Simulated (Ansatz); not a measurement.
Dissociation curve of SiH (cation, charge +1), singlet.

- RHF/cc-pVDZ (Ansatz, an electronic-structure program)
- RMP2 = MP2 on RHF/cc-pVDZ, frozen core in Ansatz
- UHF/cc-pVDZ (Ansatz)
- UMP2 = MP2 on UHF/cc-pVDZ, frozen core (Ansatz)
- UCCSD = CCSD on UHF/cc-pVDZ, frozen core in Ansatz
- UCCSD(T) = CCSD(T) on UHF/cc-pVDZ, frozen core (Ansatz)
- RKS-PBE = restricted PBE/cc-pVDZ run with Ansatz
- UKS-PBE = unrestricted PBE/cc-pVDZ (Ansatz)
- RKS-B3LYP = Ansatz with restricted B3LYP/cc-pVDZ
- UKS-B3LYP = unrestricted B3LYP/cc-pVDZ (Ansatz)
- FCI = full CI/cc-pVDZ, frozen core (Ansatz)

All curves are set to zero at 1.52 Å and compared with full CI in the same basis at 1.52, 1.57, 1.63, 1.65, 1.80, 1.87, 2.06, 2.27, 2.51, 2.72, 3.06, 3.32, 3.74, 4.14, 4.60, 5.44, 6.02 Å.

Problem. Which method stays most parallel to full CI over these points, and which least?

Solution. UCCSD(T) has the smallest spread and RHF the largest. In order (kJ/mol): UCCSD(T) 11.33, UCCSD 17.35, UKS-B3LYP 21.40, UKS-PBE 21.43, UMP2 66.36, UHF 102.55, RMP2 144.52, RKS-PBE 147.55, RKS-B3LYP 193.44, RHF 408.12.

Errors against full CI at some of the points (kJ/mol):

```csv
method,1.87 Å,2.27 Å,3.06 Å,3.74 Å,6.02 Å
UCCSD(T),0.5,3.7,11.0,2.9,-0.3
UCCSD,1.5,8.5,11.9,1.7,-1.5
UKS-B3LYP,-3.8,5.2,14.0,10.6,12.7
UKS-PBE,-11.8,-10.0,4.5,-2.4,-3.3
UMP2,5.5,47.7,0.2,-15.4,-18.7
UHF,14.1,16.1,-55.6,-73.2,-76.7
RMP2,8.2,29.4,98.9,133.1,-11.4
RKS-PBE,-11.8,-10.0,44.2,94.4,134.1
RKS-B3LYP,-3.8,5.2,72.1,132.0,189.6
RHF,14.0,48.1,168.9,272.2,408.1
```

The restricted form behind RHF, RMP2, RKS-PBE, RKS-B3LYP keeps the bonding electrons paired and can't separate into open-shell fragments. The T1 diagnostic of CCSD on the restricted reference of RMP2 exceeds 0.045 at 3.06 to 6.02 Å. The unrestricted determinant behind UHF, UMP2, UCCSD, UCCSD(T) is spin-contaminated at 1.21 to 1.57, 2.06 to 6.02 Å (<S²> up to 1.0, against 0.00 for a pure singlet). The unrestricted solution behind UKS-PBE changes between 2.72 and 3.06 Å, which can leave a kink. The unrestricted determinant behind UKS-PBE is spin-contaminated at 2.72 to 6.02 Å (<S²> up to 1.0, against 0.00 for a pure singlet). The unrestricted determinant behind UKS-B3LYP is spin-contaminated at 2.51 to 6.02 Å (<S²> up to 1.0, against 0.00 for a pure singlet).
